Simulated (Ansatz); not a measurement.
Mulliken charges of F2GeH, SMILES `[F][GeH][F]` radical from PBE/def2-TZVPP in Ansatz (PBE0-D4/def2-TZVP geometry).

```
atom   x (Å)   y (Å)   z (Å)  charge (e)
  F1  -0.250  -0.050   1.552      -0.307
 Ge2   0.499  -0.086  -0.009       0.621
  F3  -0.447  -1.235  -0.897      -0.307
  H4   0.253   1.311  -0.666      -0.007
```

Problem. By hand: the dipole of these point charges (1 e Å = 4.8032 D).

Solution. Σ q r = (0.522, 0.332, -0.202) e Å, of length 0.651 e Å = 3.13 D.

Problem. How does the dipole of the full density compare? (An estimate is asked.)

Solution. Computed: (0.349, 0.266, -0.157) e Å, 2.24 D; the point charges give 1.40 times that, at 5° from its direction.

Point charges leave out the atoms' own dipoles, such as those of lone pairs, and Mulliken's split depends on the basis, so the two needn't agree.
